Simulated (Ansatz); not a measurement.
F$_{2}$H$_{4}$OSi$_{2}$ (`F[SiH](F)O[SiH3]`). The species carries charge 0 and has multiplicity 1. The structure was optimised at the PBE0-D4/def2-TZVP level. It is one conformer, not always the lowest.

```xyz
9

F     1.516    1.499    1.176
Si    0.308    0.513    1.444
F    -0.958    1.417    1.733
O     0.048   -0.398    0.156
Si   -0.302   -0.625   -1.435
H     0.600   -0.308    2.620
H    -0.306   -2.084   -1.690
H     0.731    0.037   -2.269
H    -1.637   -0.051   -1.735
```

Question: What is the dipole moment at ωB97M-V/def2-TZVPP? (Best estimate.)

Answer: The calculation gave: 1.45 D, with components (-0.09, -1.32, -0.60) D in this frame, pointing from negative to positive charge.

Question: And with PBE, r2SCAN, B3LYP? (Best estimate.)

Answer: The calculation gave: PBE 1.40 D, r2SCAN 1.42 D, B3LYP 1.48 D.

Question: Give the Mulliken charges with ωB97M-V, PBE, r2SCAN in def2-TZVPP. (Best estimate.)

Answer: Computed: 
```tsv
atom	ωB97M-V	PBE	r2SCAN
F1	-0.30	-0.27	-0.31
Si2	0.77	0.70	0.84
F3	-0.30	-0.27	-0.31
O4	-0.36	-0.27	-0.39
Si5	0.30	0.33	0.44
H6	-0.04	-0.08	-0.08
H7	-0.02	-0.05	-0.07
H8	-0.02	-0.05	-0.06
H9	-0.02	-0.05	-0.06
```

B3LYP here is the variant with VWN-RPA as its local correlation; programs differ in this.
